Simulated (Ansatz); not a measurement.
Computed with Ansatz on PBE0-D4/def2-TZVP structures; ΔE is electronic, products minus reactants. CCSD(T)/CBS adds triple-zeta CCSD(T) − MP2 to the extrapolated MP2 energy (def2 sets, frozen cores). DFT in def2-TZVPP. B3LYP here is the variant with VWN-RPA as its local correlation; programs differ in this. One conformer a species, not always the lowest.

`NCOC[SiH3]` → `CC(O)N[SiH3]`  (isomerisation)

```tsv
level	ΔE (kJ/mol)	difference from CCSD(T)/CBS
PBE-D4	-112.3	14.0
r2SCAN-D4	-121.8	4.5
B3LYP-D4	-118.3	8.0
ωB97X-V	-119.3	7.0
B2PLYP	-121.3	5.0
PBE	-110.5	15.8
r2SCAN	-121.4	4.9
PBE0	-117.0	9.3
HF/def2-TZVPP	-124.6	1.7
SCS-MP2/def2-TZVPP	-127.7	-1.4
CCSD/def2-TZVPP	-124.6	1.7
CCSD(T)/def2-TZVPP	-123.9	2.4
MP2/def2-QZVPP	-133.0	-6.7
SCS-MP2/def2-QZVPP	-129.4	-3.1
MP2/CBS(def2)	-133.8	-7.5
CCSD/CBS(def2)	-127.0	-0.7
CCSD(T)/CBS	-126.3	0
```

Largest T1 diagnostic among the species: 0.011.

From PBE to PBE0 (25 % exact exchange), in def2-TZVPP and without D4, ΔE moves by −6.5 kJ/mol. The D4 term adds −3.0 kJ/mol with B3LYP and −1.5 kJ/mol with PBE0; it sums over pairs of atoms, weighted by their polarisabilities, and B3LYP, whose exchange is more repulsive, gets the larger term.
